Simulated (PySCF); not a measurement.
**[Ho(H2O)]3+ relaxed at several levels**

Computed with PySCF 2.14.0, def2-SVP on the ligands, density fitting, scalar-relativistic core potentials, no spin-orbit coupling, vacuum. Each row is relaxed at its own level from the same template. Distances are means of the shortest metal–ligand contacts, charges and spins Mulliken's; removal energies are rigid, with the ligand's formal charge and no counterpoise, so too large; for an anion taken off a cation in vacuum most of it is the attraction of opposite charges, and multiply charged cations can part far more cheaply with an electron moved from ligand to metal. lcecp potentials hold a fixed number of 4f electrons in the core, out of states, spins and gaps.

```json
{"level": "BP86", "basis on the metal": "lcecp-1-SVP with ECP56", "point group": "C2v", "M–H2O (Å)": "2.165", "charge on M (e)": "2.49", "removal of one H2O (eV)": "5.47", "strongest infrared band, degenerate modes summed (cm⁻¹)": "3213", "unstable modes (below −25 cm⁻¹)": "0"}
```

Question: What does the calculation give for PBE0, lcecp-1-SVP with ECP56?

Answer: point group: C2v, M–H2O (Å): 2.157, charge on M (e): 2.54, removal of one H2O (eV): 5.32, strongest infrared band, degenerate modes summed (cm⁻¹): 3380, unstable modes (below −25 cm⁻¹): 0.
```xyz
4

Ho    0.0000    0.0000   -0.0581
O     0.0000    0.0000    2.0989
H     0.7806    0.0000    2.7296
H    -0.7806    0.0000    2.7296
```

One start shape was tried for each, so a minimum needn't be the lowest isomer.
